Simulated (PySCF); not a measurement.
How the method moves the HOMO and LUMO of `P[SiH]1OCCO1`

C2H7O2PSi.
Z-matrix (Å and degrees, PBE0-D3(BJ)/def2-SVP geometry), rows numbered from 1:
```
P 
Si  1  2.2504
O   2  1.6761  1  112.67
C   3  1.4167  2  108.44  1   -98.36
C   4  1.5338  3  107.14  2   -29.99
O   5  1.4168  4  107.39  3    34.78
H   1  1.4305  2   91.75  3   177.34
H   1  1.4301  2   92.98  3   -89.40
H   2  1.4888  1  113.89  3   125.81
H   4  1.1011  3  109.37  2  -151.34
H   4  1.1063  3  109.92  2    90.16
H   5  1.1014  4  111.59  3   154.80
H   5  1.1058  4  110.57  3   -84.91
```

Basis pcSseg-1 throughout (PySCF), one geometry. Geometry: PBE0-D3(BJ)/def2-SVP, one conformer, isolated molecule.

Question: How do the orbital energies, the gap and the dipole change with the method?

Answer: 
```
   method                    kind  HOMO (eV)  LUMO (eV)  gap (eV)  μ (D)  SCF cycles
     BLYP                     GGA      -6.15      -0.51      5.64   0.93          15
    B97-D                     GGA      -6.30      -0.55      5.75   0.95          15
      PBE                     GGA      -6.30      -0.69      5.61   0.95          15
     OPBE                     GGA      -6.31      -0.60      5.72   0.96          15
      KT2                     GGA      -6.38      -0.82      5.56   0.88          16
      LDA                     LDA      -6.39      -0.87      5.51   0.98          14
      KT3                     GGA      -6.41      -0.73      5.67   0.84          16
     BP86                     GGA      -6.41      -0.75      5.65   1.00          15
    B3LYP           global hybrid      -7.28       0.06      7.34   0.97          13
    B97-2           global hybrid      -7.29       0.21      7.50   0.98          13
     PBE0           global hybrid      -7.51       0.23      7.74   1.00          13
 mPW1PW91           global hybrid      -7.54       0.23      7.78   1.01          13
BHandHLYP           global hybrid      -8.55       1.28      9.83   1.02          12
CAM-B3LYP  range-separated hybrid      -8.76       1.40     10.16   1.02          12
  wB97X-D  range-separated hybrid      -9.33       2.04     11.38   1.07          13
  LC-wPBE  range-separated hybrid     -10.09       2.54     12.64   1.12          13
       HF            Hartree–Fock     -10.17       3.73     13.90   1.17          10
```

The HOMO spans 4.02 eV, from BLYP down to HF, and the gap runs from 5.51 eV (LDA) to 13.90 eV (HF). Over the methods BLYP (0 %), B97-D (0 %), PBE (0 %), OPBE (0 %), KT2 (0 %), LDA (0 %), KT3 (0 %), BP86 (0 %), B3LYP (20 %), B97-2 (21 %), PBE0 (25 %), mPW1PW91 (25 %), BHandHLYP (50 %), HF (100 %), a straight line through the gap against the share of exact exchange rises by 0.83 eV for each 10 % (correlation coefficient 1.000). The dipole ranges from 0.84 D (KT3) to 1.17 D (HF). This basis has no diffuse functions.
